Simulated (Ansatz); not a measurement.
```yaml
crystal:
  periodic: [false, false, false]
  atoms:
    - {symbol: C, position_ang: [-0.040879, 0.958202, -0.006610]}
    - {symbol: C, position_ang: [-0.239998, -0.443540, 0.713101]}
    - {symbol: Al, position_ang: [0.283851, -1.968778, -0.407359]}
    - {symbol: Cl, position_ang: [1.106600, -1.468300, -2.244577]}
    - {symbol: H, position_ang: [-0.689421, 1.055412, -0.864564]}
    - {symbol: H, position_ang: [-0.404576, 1.738338, 0.713902]}
    - {symbol: H, position_ang: [0.918308, 1.190700, -0.299278]}
    - {symbol: H, position_ang: [0.337518, -0.437783, 1.635835]}
    - {symbol: H, position_ang: [-1.261219, -0.617658, 0.989446]}
basis:
  gaussian: {orbitals: "6-31G*"}
magnetization: {spin_polarized: true, initial_magnetization: 1}
hamiltonian: {xc: {name: HF}}
correlation: {active_space: {window: {electrons: 40, orbitals: 30}}}
output: {forces: true}
```

```sh
$ ansatz run in.yaml --threads 2 --pin off --events-out ev --progress --plain --max-ram 31744MiB --backend cpu
```

(1) How does Ansatz answer? (Estimate.)

Answers

(1) Computed: The input was rejected before any iteration.
```
Error: invalid value for `correlation.active_space`: it starts from restricted Hartree–Fock orbitals; set hamiltonian.xc: hf without magnetization.spin_polarized
```
